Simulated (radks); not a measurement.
The numbers below are computed, except where a source is named.
Task: Radial electron density D(r) = 4 pi r^2 rho(r) of an atom or ion with 25 electrons. Level of theory: non-relativistic Kohn-Sham, PW91, spin-polarised, spherical densities, point nucleus (a radial shooting solver on a logarithmic mesh with Libxc functionals).

| r (bohr) | D(r) (e/bohr) | spin D(r) |
|---|---|---|
| 0.004974 | 2.861 | 0.00125 |
| 0.006477 | 4.486 | 0.00196 |
| 0.008502 | 6.958 | 0.00301 |
| 0.01116 | 10.44 | 0.00447 |
| 0.01453 | 14.87 | 0.00623 |
| 0.01907 | 20.27 | 0.00814 |
| 0.02483 | 25.59 | 0.00950 |
| 0.0326 | 29.78 | 0.00934 |
| 0.04279 | 31.12 | 0.00652 |
| 0.05572 | 29.17 | 0.00149 |
| 0.07313 | 25.60 | -0.00176 |
| 0.09523 | 24.37 | 0.00829 |
| 0.125 | 28.05 | 0.0548 |
| 0.1641 | 33.67 | 0.177 |
| 0.2136 | 33.68 | 0.435 |
| 0.2804 | 25.05 | 0.955 |
| 0.3681 | 15.26 | 1.83 |
| 0.4793 | 13.29 | 2.88 |
| 0.6291 | 16.27 | 3.62 |
| 0.8191 | 15.52 | 3.49 |
| 1.075 | 9.926 | 2.64 |
| 1.411 | 4.609 | 1.75 |
| 1.838 | 2.004 | 1.16 |
| 2.412 | 0.9488 | 0.735 |
| 3.166 | 0.4172 | 0.364 |
| 4.123 | 0.1297 | 0.119 |
| 5.411 | 0.02266 | 0.0216 |
| 7.046 | 0.001823 | 0.00177 |

What is the nuclear charge?

Result: Z = 26. The innermost maximum, from 1s, lies near 1/Z = 0.0385 bohr (found: 0.0414), and its height grows with Z. The density is that of the iron ion Fe+ in [Ar] 3d6 4s1; the configuration itself is not fixed sharply by these data, and Z only to about a unit. D(r) has 3 maxima, at r = 0.0414, 0.188, 0.698 bohr, and minima at 0.0900, 0.446 bohr, inside which lie 2.12, 10.70 electrons.
